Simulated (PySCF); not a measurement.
**Gas-phase thermal properties of Ti(OH)4**

Energies from PySCF (xtb for GFN2), thermal terms from the rigid-rotor harmonic-oscillator model, ideal gas at 1 bar. 6-31G* has spherical d functions here. All species are closed-shell singlets. B3LYP is the form with VWN-RPA correlation. Ti(OH)4: computed as isolated molecules; such fragments, hydroxides, amides, oligomers or adducts are transient or little studied in the gas. The harmonic model lacks anharmonicity and excited electronic states, which grow with temperature; levels with a mode under 35 cm⁻¹ are left out.

```tsv
level	point group	σ	ZPE (kJ/mol)	S°298 (J/mol/K)	Cp298 (J/mol/K)	S°1000 (J/mol/K)	H1000 − H298 (kJ/mol)
B3LYP/6-31G*	S4	2	133.9	362.0	132.9	551.5	112.5
GFN2-xTB	S4	2	118.4	394.9	146.3	592.7	116.6
HF/6-31G*	S4	2	141.2	372.6	134.3	562.1	112.3
PBE/def2-SVP	S4	2	131.6	365.1	135.0	555.9	113.2
PBE0/def2-TZVP	S4	2	135.2	366.8	135.5	557.6	113.1
```
σ: rotational symmetry number. Electronic degeneracy used: 1. Frequencies are unscaled.
